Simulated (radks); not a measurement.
The numbers below are computed, except where a source is named.
Question: Ce10+, configuration [Kr] 4d9 5s2 5p1 (not the ground configuration). Level of theory: scalar-relativistic Kohn-Sham, LDA (Slater exchange, Perdew-Wang correlation), spin-polarised, spherical densities, finite nucleus; open shells are filled with parallel spins first (spin-orbit coupling, left out, can overturn this in heavy ions); Fermi nuclear charge, rms radius 4.8771 fm (a radial shooting solver on a logarithmic mesh with Libxc functionals). Some entries of the table are withheld. Estimate them.

orbital  occ.  eigenvalue (eV)  <r> (bohr)
1s up       1        -40395.17     0.02459
1s down     1        -40395.03     0.02459
2s up       1        -6611.618      0.1053
2s down     1        -6611.059      0.1053
2p up       3        -5942.575     0.09239
2p down     3        -5942.078     0.09239
3s up       1        -1554.535      0.2789
3s down     1        -1554.103      0.2788
3p up       3        -1341.669      0.2767
3p down     3        -1341.207      0.2767
3d up       5        -1038.612      0.2534
3d down     5        -1038.051      0.2534
4s up       1        -440.8398      0.6296
4s down     1        -439.3620      0.6295
4p up       3        -370.1600      0.6627
4p down     3        -368.6789      0.6626
4d up       5        -267.9432      0.7155
4d down     4        -266.4438      0.7152
5s up       1              (1)       1.312
5s down     1              (2)       1.313
5p up       1        -150.6509       1.416
5p down     0        -148.9246       1.419

Answer: 
(1) 5s up eigenvalue (eV): -173.7583
(2) 5s down eigenvalue (eV): -172.0117
